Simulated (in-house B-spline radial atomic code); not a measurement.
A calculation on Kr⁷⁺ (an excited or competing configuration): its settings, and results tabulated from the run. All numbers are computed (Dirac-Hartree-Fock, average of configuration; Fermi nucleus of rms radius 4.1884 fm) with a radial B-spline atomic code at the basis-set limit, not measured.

Command:
```bash
python run_scf.py task.json out
```
Settings (nuclear radius in fm, mass in u):
```
Z                36
configuration    [Ne] 3s2 3p5 3d10 4s1 8d1
hamiltonian      dirac
method           hf
spin_polarised   False
nucleus          fermi
rms_radius       4.1884
atomic_mass      83.9115
speed_of_light   137.035999084
```

Output (hartree, bohr):
```
 radial grid: 74 intervals, B-splines of order 8, outer radius 39.4805 bohr

 iter        energy (Eh)    residual
    1      -2739.6225147    1.20e+00
    2      -2757.9434955    7.59e-01
    3      -2763.0325590    2.19e-01
    4      -2763.4844592    6.15e-02
    5      -2763.5121196    2.73e-02
    6      -2763.5204040    9.32e-04
    7      -2763.5204147    5.71e-05
    8      -2763.5204147    6.11e-06
    9      -2763.5204147    1.18e-07

 total energy                    -2763.520415
 kinetic                           2839.27825
 electron-nucleus                 -6526.55051
 electron-electron                  923.75185

 first-order corrections (not in the total)
   Gaunt                            1.56011
   retardation                     -0.14856
   frequency dependence            -0.00713
   self-energy                      1.05687
   Uehling                         -0.10892
   Wichmann-Kroll                   0.00123
   recoil                           0.01314

 orbital      occ     eigenvalue          <r>       <r^2>       <1/r>       <r^4>       r_max    small
 1s1/2      2.000     -535.61194    0.0414637  0.00231593      36.773 1.38579e-05     0.02708  1.71e-02
 2s1/2      2.000      -77.73267     0.182526   0.0393461     8.26415  0.00268557      0.1539  3.42e-03
 2p1/2      2.000      -70.55014      0.15743   0.0304395      8.1905  0.00188117      0.1212  3.38e-03
 2p3/2      4.000      -68.55022     0.161366   0.0318549     7.90948   0.0020424      0.1245  3.30e-03
 3s1/2      2.000      -16.43075     0.521613    0.311759     2.75056     0.15108      0.4637  8.52e-04
 3p1/2      1.667      -13.93782     0.522696    0.318217     2.64635    0.165888      0.4547  8.07e-04
 3p3/2      3.333      -13.62353      0.53174    0.329082     2.58321    0.177057      0.4629  7.87e-04
 3d3/2      4.000       -9.07456     0.526164    0.334163     2.35848    0.217048      0.4047  6.74e-04
 3d5/2      6.000       -9.02170     0.529364    0.338071     2.34194    0.221845      0.4072  6.68e-04
 4s1/2      1.000       -5.25124      1.28988     1.86083     1.04271     4.92011       1.196  2.05e-04
 8d3/2      0.400       -0.59586       9.7182     105.808    0.149876     14564.5        10.9  1.95e-05
 8d5/2      0.600       -0.59529      9.72775     106.015    0.149695     14621.1       10.91  1.95e-05
```

Time taken, with all properties: 1.3 s on 1 thread of Arm Neoverse V1, on a shared host.

For the Dirac Hamiltonian the kinetic term is c α·p + (β - 1)c².
